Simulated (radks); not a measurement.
All-electron atom: Kr XXV in [Ne] 3s2.

All-electron calculation, Dirac Kohn-Sham, LB94 model potential, spin-unpolarised, spherical densities, finite nucleus; Fermi nuclear charge, rms radius 4.1884 fm. Program: a radial shooting solver on a logarithmic mesh with Libxc functionals.

Energy parts (eV):
kinetic: 67835.122
electron-nucleus: -142848.730
Hartree: 11039.018
(The LB94 potential has no energy functional, so no total or exchange-correlation energy is given.)

Orbitals (lengths in bohr, moments of r in powers of bohr):
| orbital | occ. | eigenvalue (eV) | <r^2> | <1/r> | <r^4> | small-component weight |
|---|---|---|---|---|---|---|
| 1s1/2 | 2 | -15398.87 | 0.002305 | 36.82 | 0.00001368 | 1.71e-02 |
| 2s1/2 | 2 | -2985.158 | 0.03817 | 8.351 | 0.002471 | 3.49e-03 |
| 2p1/2 | 2 | -2818.009 | 0.02904 | 8.329 | 0.001660 | 3.49e-03 |
| 2p3/2 | 4 | -2761.720 | 0.03036 | 8.041 | 0.001794 | 3.41e-03 |
| 3s1/2 | 2 | -1157.638 | 0.2251 | 3.331 | 0.07395 | 1.27e-03 |
| 3p1/2 | 0 | -1103.611 | 0.2107 | 3.292 | 0.06739 | 1.25e-03 |
| 3p3/2 | 0 | -1090.058 | 0.2164 | 3.219 | 0.07086 | 1.23e-03 |
| 4s1/2 | 0 | -617.1924 | 0.7741 | 1.791 | 0.8213 | 6.58e-04 |

The highest occupied level is 3s1/2 at -1157.6 eV. The electron density at the nucleus is 4.985e+04 e/bohr^3.
